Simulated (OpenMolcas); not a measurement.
**A ladder of methods for AlSiH5O2 (SMILES O[SiH2][O][AlH2])**

AlSiH5O2: 9 atoms, total charge 0, spin state singlet. As SMILES, `O[SiH2][O][AlH2]`. The shape is that of a PBE0-D4/def2-TZVP optimisation. This is one conformer, not always the lowest.

Each level gives the HOMO–LUMO gap (eV). The values are calculated.

```csv
level,kind,program,value (eV),CPU time
HF/cc-pVDZ,Hartree–Fock,OpenMolcas,13.06,14 s
SVWN5/cc-pVDZ,LDA,OpenMolcas,4.72,34 s
BLYP/cc-pVDZ,GGA,OpenMolcas,4.89,47 s
revPBE/cc-pVDZ,GGA,OpenMolcas,4.95,48 s
r2SCAN/cc-pVDZ,meta-GGA,OpenMolcas,5.60,57 s
BHLYP/cc-pVDZ,global hybrid,OpenMolcas,9.11,47 s
M06-2X/cc-pVDZ,hybrid meta-GGA,OpenMolcas,8.92,53 s
B2PLYP/cc-pVDZ,double hybrid,OpenMolcas,9.32,29 s
```

The values span 4.72 to 13.06 eV. Orbital gaps aren't excitation energies, and those of double hybrids come from the SCF part alone; they tend to grow with the share of exact exchange. Times are those of the runs behind each value, whatever else they computed, on shared processors of several kinds: orders of magnitude only.
